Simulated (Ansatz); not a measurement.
A nudged elastic band was laid between two geometries of ClH + H4Sn (7 atoms, charge 0, multiplicity 1).

Method: RKS PBE0-D4/def2-SVP in Ansatz 0.2.0.

* movable images: 5
* climbing image: yes
* spring: 5.0 eV/Å²
* optimiser: quadratic models (default)
* start path: through a guess of the saddle point
* force threshold: 0.05 eV/Å
* iteration limit: 60
* end points: relaxed

Initial state:

```xyz
7
Properties=species:S:1:pos:R:3
Sn 0.311 0.000 -0.150
H 0.311 0.000 1.566
H 1.939 0.000 -0.681
H -0.474 1.406 -0.719
H -0.474 -1.406 -0.719
Cl -3.109 0.000 1.596
H -2.109 0.000 2.405
```

Final state:

```xyz
7
Properties=species:S:1:pos:R:3
Sn -0.417 0.000 -0.758
H -0.087 0.000 3.515
H 0.926 0.000 0.295
H -0.517 1.420 -1.700
H -0.517 -1.420 -1.700
Cl -2.330 0.000 0.629
H -0.664 0.000 3.017
```

Question: Which bonds break or form, and what moves?

Answer: Bonds broken: Sn1–H2, Cl6–H7. Bonds formed: Sn1–Cl6, H2–H7. ClH + H4Sn becomes ClH3Sn + H2.

Question: What energy profile does the band end with?

Answer: The forces met the threshold. The highest image is number 2 of 0 to 6, 1.22 eV above the first end and 1.83 eV above the last; the last end lies 0.61 eV below the first. A vibrational analysis at the climbing image gives one clearly imaginary mode, 1012i cm⁻¹: a first-order saddle point. The orbitals stay closed-shell, which can raise the energy where a bond breaks towards radicals; this wasn't checked here.

```csv
image,path coordinate (Å),energy (eV),Sn1–H2 (Å),Cl6–H7 (Å),Sn1–Cl6 (Å)
0,0.00,0.00,1.72,1.29,3.84
1,0.94,0.11,1.74,1.31,3.40
2,1.88,1.22,2.00,1.69,2.77
3,2.60,0.32,2.44,2.11,2.47
4,3.32,-0.34,2.97,2.39,2.38
5,4.04,-0.58,3.61,2.68,2.37
6,4.76,-0.61,4.29,2.91,2.36
```

Question: What is the geometry of the highest image?

Answer: 
```xyz
7
Properties=species:S:1:pos:R:3
Sn -0.192 0.000 -0.128
H -0.036 0.000 1.861
H 1.536 0.000 -0.027
H -0.691 1.480 -0.798
H -0.691 -1.480 -0.798
Cl -2.560 0.000 1.309
H -0.973 0.000 1.878
```

Question: What are the harmonic wavenumbers there?

Answer: 1012i, 43, 260, 488, 545, 668, 728, 746, 953, 1020, 1399, 1878, 1969, 1999, 2114 cm⁻¹.

The band took 20 iterations and of the order of 4 core-minutes.

Time of the run: 2.2 min on 2 threads of Arm Neoverse V1 (shared host), peak memory 0.14 GiB.
